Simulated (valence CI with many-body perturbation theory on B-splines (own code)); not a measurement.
# Re²⁺: calculation against measured levels

Calculated by configuration interaction combined with many-body perturbation theory (CI+MBPT): five valence electrons over a frozen Dirac-Fock core [Xe] 4f14, radial functions for each j: 7 s, 7 p, 8 d, 6 f, 4 g, 1 h, with the one-electron correlation potential Σ1, the two-electron term Σ2, the three-electron term Σ3, Breit, model QED; selected CI, second order for the rest, scaled by the run's own slope (own B-spline code, finite nucleus).

Against 47 measured levels this calculation errs by 931 cm⁻¹ on average and by 1519 at most. These come from a selection out of Brasseur, Gamrath and Quinet, At. Data Nucl. Data Tables 157, 101636 (2024). Levels without a partner in it may be off by more, other configurations by 1,000 to 8,000 cm⁻¹. Among the levels kept, up to 1500 cm⁻¹ of a level comes from second order outside the variational space, and about a tenth of that is noise between levels of different J, which matters for small intervals. Only levels of the ground parity were solved; by the run's estimate the other parity begins above the list, which can be wrong where configurations are misplaced. 2 measured levels below the end of the list, from 41405 cm⁻¹ on, found no clear computed partner.

Measured levels: measured levels as listed in Brasseur, Gamrath and Quinet, At. Data Nucl. Data Tables 157, 101636 (2024). Pairs share parity and J, and are chosen by configuration, term and nearness in energy; levels without a clear partner are left out. Energies in cm⁻¹ above the measured ground level. The last column is blank where CI alone has no clear partner.

Names give the largest LS component (configuration and term), which can be under half, so a name can repeat, a term be missing and a line seem to break the LS rules; names also repeat where a configuration has a term twice. Letters in brackets count levels of one name in rising energy.

```
  Computed label  Label in the source  Measured  Computed  Difference  CI alone, difference
      5d⁵ ⁶S_5/2               5d5 6S         0       0.0           0                     0
  5d⁵ ⁴G_5/2 [a]                  5d5   13614.3   14409.2        +795                  -865
    5d⁴6s ⁶D_1/2        5d4(5D) 6s 6D   14396.4   15321.6        +925                 -7968
  5d⁵ ⁴P_3/2 [a]                  5d5   15772.0   16570.7        +799                      
      5d⁵ ⁴G_7/2               5d5 4G   16890.5   17448.0        +558                  -910
  5d⁵ ⁴G_5/2 [b]                  5d5   17139.9   17733.1        +593                 -1797
    5d⁴6s ⁶D_3/2        5d4(5D) 6s 6D   17908.9   18691.4        +782                      
     5d⁵ ⁴G_11/2               5d5 4G     18020   18509.2        +489                  -794
      5d⁵ ⁴G_9/2               5d5 4G   18345.6   18799.4        +454                      
  5d⁵ ⁴D_1/2 [a]                  5d5   18392.7   19135.6        +743                 -4675
    5d⁴6s ⁶D_5/2        5d4(5D) 6s 6D   19718.8   20485.6        +767                 -9350
      5d⁵ ⁴D_7/2               5d5 4D   20453.3   21143.3        +690                 -2221
      5d⁵ ⁴D_5/2                  5d5   21568.9   22403.6        +835                 -3278
  5d⁵ ⁴D_1/2 [b]                  5d5   21974.0   22657.3        +683                 -4635
    5d⁴6s ⁶D_7/2        5d4(5D) 6s 6D   22106.2   22841.9        +736                      
  5d⁵ ⁴P_3/2 [b]                  5d5   22936.8   23691.2        +754                 -4393
    5d⁴6s ⁶D_9/2        5d4(5D) 6s 6D   23471.3   24299.7        +828                      
      5d⁵ ⁴F_3/2                  5d5   26128.7   27081.7        +953                 -4667
     5d⁵ ²I_11/2               5d5 2I   26170.1   26701.0        +531                  -873
  5d⁵ ²F_5/2 [a]                  5d5   26659.8   27509.8        +850                 -4158
      5d⁵ ⁴F_7/2                  5d5   26910.1   27952.5       +1042                      
      5d⁵ ²G_9/2                  5d5   27421.0   28319.0        +898                      
     5d⁵ ²I_13/2               5d5 2I   28587.9   29063.7        +476                  -981
  5d⁵ ²F_7/2 [a]                  5d5   30255.5   31242.8        +987                      
      5d⁵ ⁴F_5/2               5d5 4F   30302.3   31183.6        +881                      
    5d⁴6s ⁴D_1/2           5d4(5D) 6s   30835.8   32211.9       +1376                 -6989
  5d⁵ ²F_5/2 [b]                  5d5   31345.3   32390.6       +1045                      
  5d⁵ ²D_3/2 [a]                  5d5   31989.5   32955.8        +966                      
  5d⁵ ²H_9/2 [a]                  5d5   32068.3   32933.0        +865                      
      5d⁵ ²G_7/2                  5d5   32832.9   33847.8       +1015                      
  5d⁵ ²F_7/2 [b]                  5d5   34349.4   35411.7       +1062                      
    5d⁴6s ⁴H_7/2           5d4(3H) 6s   34641.1   35689.0       +1048                      
5d⁴6s ⁴D_3/2 [a]           5d4(5D) 6s   34825.7   36032.6       +1207                      
    5d⁴6s ⁴H_9/2        5d4(3H) 6s 4H   35140.0   36277.0       +1137                      
      5d⁵ ²S_1/2           5d4(3P) 6s   36165.9   36960.2        +794                      
     5d⁵ ²H_11/2                  5d5   36927.5   37764.8        +837                      
  5d⁵ ²H_9/2 [b]                  5d5   37406.6   38274.2        +868                      
   5d⁴6s ⁴H_11/2        5d4(3H) 6s 4H   38167.8   39103.3        +935                      
    5d⁴6s ⁴F_3/2           5d4(3F) 6s   38656.2   40069.8       +1414                      
    5d⁴6s ⁴F_7/2           5d4(5D) 6s   38752.3   39909.9       +1158                      
   5d⁴6s ⁴H_13/2        5d4(3H) 6s 4H   39300.2   40334.0       +1034                 -9741
    5d⁴6s ⁴D_5/2        5d4(5D) 6s 4D   39595.7   40611.9       +1016                      
5d⁴6s ⁴D_3/2 [b]           5d4(5D) 6s   39790.0   41037.7       +1248                      
    5d⁴6s ⁴G_5/2           5d4(3G) 6s   40000.6   41417.5       +1417                      
  5d⁵ ²F_5/2 [c]                  5d5   40655.0   41882.7       +1228                      
    5d⁴6s ⁴F_9/2           5d4(3F) 6s   40935.0   42163.9       +1229                      
    5d⁴6s ⁴D_7/2           5d4(5D) 6s   41115.9   42388.4       +1272                      
  5d⁵ ²D_3/2 [b]                  5d5   41210.2   42729.3       +1519
```

Over 47 excited levels the mean absolute difference is 931 cm⁻¹, the median 898 and the largest 1519. For the 17 levels that pair on every rung the mean is CI alone 4018, + Σ1 2559, + Σ2 504, + Σ3 658, + Breit 694, + QED 768. The comparison draws on a selection of the measured levels: 48 of the 51 computed ones have a partner in it, and others may be off by more.

These 2 measured levels below the end of the computed list are not counted above. Beside each stands the unpaired computed level of its name, or else the nearest of its J and parity; the gap is either an error of the method or a doubtful assignment.

```
Label in the source    J  Measured  Unpaired level  Computed
                5d5  9/2     41405    5d⁴6s ²G_9/2     42757
         5d4(3F) 6s  5/2     42601    5d⁴6s ⁴F_5/2     37750
```
